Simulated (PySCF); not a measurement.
Computed IR spectrum (relative IR intensity) of a molecule CH7FO2Si2. Coordinates come from a PBE0-D3(BJ)/def2-SVP optimisation. The values are those of a single conformer. Method: PBE0-D3(BJ)/def2-SVP (PySCF 2.14.0). Frequencies are harmonic and unscaled.

ν (cm⁻¹): 284 (m), 362 (w), 434 (m), 548 (vw), 705 (w), 708 (w), 766 (w), 796 (m), 824 (w), 862 (w), 881 (m), 933 (vs), 942 (w), 962 (m), 979 (w), 1067 (w), 1097 (vw), 1219 (w), 1346 (w), 2220 (m), 2243 (m), 2266 (m), 2283 (m), 2996 (vw), 3866 (m), 3868 (m) (against the strongest line: vs over 80 %, s over 45 %, m over 15 %, w over 4 %, vw less)

Which structure fits?
A) O[SiH2]C[Si@H](O)F
B) C[Si@@](O)(F)[SiH2]O
C) C[Si@](O)(F)O[SiH3]
D) O[SiH2][C@@H](O)[SiH2]F

D, O[SiH2][C@@H](O)[SiH2]F
